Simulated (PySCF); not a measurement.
H5SbSiTe2, SMILES [TeH][Sb]([SiH3])[TeH]. Geometry: PBE-D3(BJ)/def2-SVP. The def2 effective core potentials stand for the cores of Sb, Te; spin–orbit coupling is left out.

Task: Give the equilibrium geometry at PBE-D3(BJ)/def2-SVP (PySCF confirms it by a frequency run) as bond lengths and angles. (Estimate from the structure and the level; the computed values follow.)

Result: 
Atoms: Sb1 Si2 H3 H4 H5 Te6 H7 Te8 H9. Bonded distances (Å): Sb1–Si2 2.608, Sb1–Te6 2.816, Sb1–Te8 2.816, Si2–H3 1.504, Si2–H4 1.504, Si2–H5 1.506, Te6–H7 1.684, Te8–H9 1.684. Angles (°): Si2–Sb1–Te6 89.7, Si2–Sb1–Te8 89.7, Te6–Sb1–Te8 104.7, Sb1–Si2–H3 108.7, Sb1–Si2–H4 108.7, Sb1–Si2–H5 111.1, H3–Si2–H4 109.8, H3–Si2–H5 109.3, H4–Si2–H5 109.3, Sb1–Te6–H7 90.3, Sb1–Te8–H9 90.3.
